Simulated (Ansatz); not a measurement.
`OC[SiH2]S` + `FB(Cl)[SeH]` → `OC[SiH2][SeH]` + `FB(S)Cl`  (redistribution)

Calculated with Ansatz (gas phase, PBE0-D4/def2-TZVP geometries, no zero-point term in ΔE). CBS: MP2 limit from def2 TZ/QZ plus the TZ coupled-cluster correction, frozen cores. Functionals use def2-TZVPP. HSE06 is defined as in plane-wave codes. For Se outer-core shells are correlated without core-valence functions, which leaves a few kJ/mol of doubt a bond. Scalar relativity is left out up to krypton. Each species was taken in one conformer, which may not be the lowest.

```json
{"level": "r2SCAN0-D4", "ΔE (eV)": "-0.09"}
{"level": "BHLYP-D4", "ΔE (eV)": "-0.10"}
{"level": "r2SCANh", "ΔE (eV)": "-0.09"}
{"level": "HSE06", "ΔE (eV)": "-0.10"}
{"level": "RPA@PBE/def2-TZVPP", "ΔE (eV)": "-0.06"}
{"level": "MP2/def2-QZVPP", "ΔE (eV)": "-0.06"}
{"level": "MP2/CBS(def2)", "ΔE (eV)": "-0.06"}
{"level": "CCSD/CBS(def2)", "ΔE (eV)": "-0.08"}
```

(1) What does CCSD(T)/CBS give? (An estimate is asked.)

Largest T1 diagnostic among the species: 0.012.

Answers

(1) The calculation gave: -0.07 eV. The listed levels differ from it by -0.02, -0.03, -0.02, -0.03, 0.01, 0.01, 0.01, -0.01 eV.

Leaving LDA and LC-ωPBE aside and taking each functional with its dispersion term where it has one, the values, not all of them listed here, spread over 0.02 eV, from BHLYP-D4 to B97M-V. In def2-TZVPP, CCSD(T) changes the Hartree–Fock value by +0.05 eV (the triples alone add +0.01 eV) and MP2 by +0.06 eV.
